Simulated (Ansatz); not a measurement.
Input for Ansatz (development build ahead of 0.2.0):

```yaml
crystal:
  periodic: [false, false, false]
  atoms:
    - { symbol: Li, position_ang: [0.0, 0.0, 0.0] }
basis:
  gaussian: { orbitals: def2-TZVP }
magnetization:
  spin_polarized: true
  initial_magnetization: 1
hamiltonian:
  xc: hf
correlation:
  method: mp2
  frozen_orbitals: { Li: 0 }
```

The input is written out in the form of the current development build from the run's settings.

The run gave:

```yaml
Converged: yes
Reference_energy: -7.43268 hartree
Correlation_energy: -0.03092 hartree
Total_energy: -7.46359 hartree
Spin_squared_of_the_determinant: 0.750
```
